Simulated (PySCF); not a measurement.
Unknowns

PySCF calculation with PBE0/pcSseg-1 with gauge-including orbitals and GFN2-xTB geometry; relativity neglected, gas phase, averaged over atoms made equivalent by symmetry, fast rotation or ring inversion, one conformer.

Chemical shifts δ = σref − σ; TMS for 1H (σ = 31.72 ppm), 13C (σ = 186.93 ppm), all at this level. Splittings of carbon signals by F and P are missing where no couplings were computed. Where no couplings were computed, multiplicities follow the n + 1 count of equivalent neighbours, and m marks all less simple cases (inequivalent or close neighbours, rings, F or P nearby). Shifts are as computed. Against solution values, carbons near 30 ppm lie about +3 ppm off and those near 130 ppm about +5 ppm. Of 1211 compounds with measured shifts, 218 miss one by over three times the rms of a fit or turn the order of signals round; such compounds aren't used in these exercises. OH and NH positions are gas-phase values without hydrogen bonding to other molecules.

(1) C$_{5}$H$_{9}$FO$_{3}$. 1H NMR (600 MHz, computed): δ 5.71 (m, 2H), 5.19 (m, 2H), 1.85 (m, 2H), 1.11 (t, 3H). 13C{1H} NMR (computed): δ 125.7 (C), 90.9 (CH2), 36.6 (CH2), 8.2 (CH3). What is it?

(2) C$_{4}$H$_{8}$OSi. 1H NMR (600 MHz, computed): δ 6.91 (s, 1H), 5.03 (s, 3H), 1.22 (m, 2H), 1.21 (m, 2H). 13C{1H} NMR (computed): δ 137.7, 108.1, 5.6, 4.9. What is it?

(3) C$_{6}$H$_{8}$FN. 1H NMR (400 MHz, computed): δ 10.76 (br s, 1H), 7.70 (m, 1H), 4.88 (m, 1H), 2.55 (m, 1H), 1.28 (m, 1H), 1.16 (m, 1H), 1.00 (m, 1H), 0.95 (m, 1H). 13C{1H} NMR (computed): δ 174.8, 82.9, 38.1, 21.3, 9.2, 6.9. Identify the compound.

(4) C$_{6}$H$_{6}$N$_{2}$O. 1H NMR (400 MHz, computed): δ 9.67 (d, 1H), 8.41 (d, 1H), 7.66 (m, 1H), 3.16 (s, 3H). 13C{1H} NMR (computed): δ 205.2 (C), 159.2 (C), 157.0 (CH), 130.6 (CH), 129.9 (CH), 30.2 (CH3). What is it?

## Answers

(1) `CCC1(F)OCOCO1`. The formula gives 1 degree of unsaturation (1 ring in the answer). 4 carbon signals for 5 carbons: some carbons are equivalent by symmetry or fast rotation. Carbon types of the structure: 1 × C, 3 × CH2, 1 × CH3, which accounts for all hydrogens. δC 125.7, 90.9: sp3 carbon bearing two oxygens. δC 36.6: sp3 CH2; aliphatic region, no heteroatom directly attached. δH 5.71, 5.19: hydrogen on an sp3 carbon bearing two oxygens; its carbon carries O, hence the downfield position. δH 1.11: hydrogen on a methyl carbon; far from electronegative atoms and π systems.

The shifts were computed for this structure.

(2) SMILES [SiH3]OC=C1CC1. The formula gives 2 degrees of unsaturation (1 ring in the answer). 4 carbon signals for 4 carbons: no two carbons are equivalent. Carbon types of the structure: 1 × C, 1 × CH, 2 × CH2, leaving 3 H on heteroatoms. δC 137.7: alkene carbon bearing oxygen; an sp2 carbon further deshielded by the attached heteroatom. δC 108.1: β carbon of an enol-ether or enamine type C=C; the O or N lone pair pushes π density onto this β carbon and shields it. δC 5.6, 4.9: three-membered-ring carbon; carbons of three-membered rings are unusually shielded. δH 1.22, 1.21: hydrogen on a three-membered-ring carbon; cyclopropane-type protons are shielded by the ring.

The shifts were computed for this structure.

(3) SMILES [H]/N=C/[C@@H]1[C@@H](F)C12CC2. The formula gives 3 degrees of unsaturation (2 rings in the answer). 6 carbon signals for 6 carbons: no two carbons are equivalent. Carbon types of the structure: 1 × C, 3 × CH, 2 × CH2, leaving 1 H on heteroatoms. δC 174.8: C=N carbon. δC 82.9, 38.1, 21.3, 9.2, 6.9: three-membered-ring carbon. δH 10.76: hydrogen on an imine nitrogen; exchangeable, gas-phase position. δH 4.88, 2.55, 1.28, 1.16, 1.00, 0.95: hydrogen on a three-membered-ring carbon.

The shifts were computed for this structure.

(4) `CC(=O)c1cccnn1`. The formula gives 5 degrees of unsaturation (1 ring in the answer). 6 carbon signals for 6 carbons: no two carbons are equivalent. Carbon types of the structure: 2 × C, 3 × CH, 1 × CH3, which accounts for all hydrogens. δC 205.2: ketone carbonyl carbon; the double bond to the heteroatom, with no lone-pair donor beside it, deshields it most. δC 157.0: aromatic CH next to a ring nitrogen; the adjacent pyridine-type nitrogen withdraws density from it. δC 130.6, 129.9: aromatic CH; the aromatic region. δH 9.67: hydrogen on an aromatic CH next to a ring nitrogen; ring current plus the neighbouring ring nitrogen.

The data come from this structure; uniqueness wasn't tested.
